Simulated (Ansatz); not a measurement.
**Which is lower?**

The two ends of one reaction step of SiH$_{5}$BrO, closed shell (PBE0-D4/def2-TZVP).

A:

```csv
atom,x (Å),y (Å),z (Å)
Si1,-0.5313,0.1313,-1.1359
O2,0.9583,-0.7608,1.5414
H3,-1.4752,-0.5754,-0.2457
H4,0.6930,-0.6484,-1.4026
H5,-1.2053,0.4931,-2.4058
H6,1.1588,0.1802,1.5434
Br7,0.0425,2.0682,-0.1753
H8,0.3591,-0.8883,2.2805
```

B:

Si1  (-0.608, -0.737, -0.678)
O2  (-0.137, 0.079, 0.691)
H3  (-0.457, -2.203, -0.494)
H4  (0.289, -0.247, -1.746)
H5  (-2.027, -0.439, -1.004)
H6  (1.240, 1.337, 0.818)
Br7  (2.303, 2.305, 0.904)
H8  (-0.603, -0.095, 1.510)
(Å)

Computed with Ansatz 0.2.0 (basis: def2-TZVPP); correlated methods freeze the cores. Filled d shells of the heavier atoms are correlated. The def2 sets are not built for correlating such inner shells, so the correlated values are less sure here. B3LYP uses VWN-RPA correlation.

(1) Which structure is lower at CCSD(T), and by how much? (An estimate is asked for; the value comes from the calculation.)

(2) Do the other methods give the same order? (A judgement: the text doesn't fix the answer.)

T1 diagnostic: at most 0.009.

## Answers

(1) The calculation gives: B, by 1.3 kJ/mol (electronic energy, against the other); a gap this small isn't resolved in one triple-zeta basis. By their contacts, A is a complex of SiH₃Br ([SiH3][Br]) + H₂O and B is a complex of SiH₄O ([OH][SiH3]) + HBr.

(2) By the calculation: Not all: PBE-D4, r2SCAN-D4, PBE0-D4, r2SCAN0-D4, wB97X-V, wB97M-V, PBE-QIDH, MP2 give the other order.

| method | E(B) − E(A) (kJ/mol) |
| --- | --- |
| SPW92 | -3.5 |
| PBE-D4 | 6.0 |
| BLYP-D4 | -3.9 |
| r2SCAN-D4 | 1.7 |
| B97M-V | -1.5 |
| PBE0-D4 | 6.8 |
| B3LYP-D4 | -2.8 |
| r2SCAN0-D4 | 3.5 |
| BHLYP-D4 | -1.9 |
| CAM-B3LYP-D4 | -8.0 |
| wB97X-V | 1.9 |
| wB97M-V | 3.8 |
| B2PLYP | -4.6 |
| PBE-QIDH | 3.8 |
| RPA on PBE | -3.4 |
| HF | -3.6 |
| MP2 | 0.0 |
| CCSD | -1.7 |
| CCSD(T) | -1.3 |

Labels in which every atom is bracketed show which atoms are joined, not bond orders.

For scale, one of the runs: CCSD(T)/def2-TZVPP, 191 basis functions, launched by `ansatz run in.yaml --threads 4 --pin off --events-out ev --progress --plain --max-ram 9574MiB`. The run took 58 s on 4 CPU threads of an Arm Neoverse V1 (shared host), with 2.1 GiB of host memory at its peak.
